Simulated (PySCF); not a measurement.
CH₃NO₃Si, SMILES O=C=N[SiH](O)O.

Coordinates come from a B3LYP-D3(BJ)/def2-SVP optimisation. The structure was generated by enumeration, and PubChem lists no compound with its InChIKey, so it may never have been made. The values are those of a single conformer.

The numbers are results of PySCF with CAM-B3LYP/def2-TZVP, not measurements.

The molecule is in vacuum.

Computed frontier levels, gap, dipole moment and polarisability:
```
Property                                                                                                        Result
---------------------------------------------------------------------------------------------  -----------------------
highest occupied level                                                                                       -10.29 eV
lowest empty level                                                                                             1.16 eV
orbital gap                                                                                                   11.45 eV
dipole moment                                                                                                   1.67 D
quadrupole, principal values (traceless, Buckingham form, about the centre of nuclear charge)  -14.82, 4.70, 10.12 D·Å
mean static polarisability                                                                        49.0 bohr³ (7.26 Å³)
polarisability, principal values                                                                38.4, 39.7, 69.0 bohr³
```
